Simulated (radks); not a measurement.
Species: Lu II. Configuration: [Xe] 4f13 5d1 6s1 6p1 (not the ground configuration). Method: non-relativistic Kohn-Sham, PBE, spin-unpolarised, spherical densities, point nucleus; relativity is left out, which matters for an element this heavy; computed with a radial shooting solver on a logarithmic mesh with Libxc functionals. Some entries of the table are withheld. Estimate them.

| orbital | occ. | eigenvalue (eV) | <r> (bohr) |
|---|---|---|---|
| 1s | 2 | -58484.91 | 0.02134 |
| 2s | 2 | -9533.403 | 0.09036 |
| 2p | 6 | -9120.075 | 0.07649 |
| 3s | 2 | -2157.597 | 0.2305 |
| 3p | 6 | -1968.210 | 0.2204 |
| 3d | 10 | -1615.293 | 0.1939 |
| 4s | 2 | (1) | 0.5165 |
| 4p | 6 | -353.9712 | 0.5255 |
| 4d | 10 | (2) | 0.5477 |
| 5s | 2 | -65.2525 | (3) |
| 5p | 6 | -43.7086 | 1.394 |
| 4f | 13 | -34.0607 | 0.6635 |
| 5d | 1 | -13.0571 | 2.062 |
| 6s | 1 | -11.4127 | 3.353 |
| 6p | 1 | -7.5253 | 4.061 |

Answer. 
(1) 4s eigenvalue (eV): -431.5748
(2) 4d eigenvalue (eV): -213.4791
(3) 5s <r> (bohr): 1.252
